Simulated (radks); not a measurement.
Problem. The mean radii <r> (bohr) of the occupied orbitals of an atom or ion are listed with their occupations. Calculated with a radial shooting solver on a logarithmic mesh with Libxc functionals: scalar-relativistic Kohn-Sham, r2SCAN, spin-polarised, spherical densities, finite nucleus; meta-GGA in the generalised Kohn-Sham scheme; Fermi nuclear charge, rms radius of each element as measured or else 0.836 A^(1/3) + 0.57 fm.

| orbital | occ. | <r> |
|---|---|---|
| 1s | 2 | 0.03408 |
| 2s | 2 | 0.1400 |

Name the element and its charge. Open shells, if any, are filled with parallel spins first.

Solution. Z = 43, technetium, charge +39: Tc39+ in [He] 2s2. The 1s radius gives Z: for a bare nucleus <r> = (2 gamma + 1)/(2Z) with gamma = sqrt(1 - (Z/c)^2), 0.03371 bohr for Z = 43, and screening makes it slightly larger (0.03408 here). The occupations add up to 4, and the charge is Z minus that.
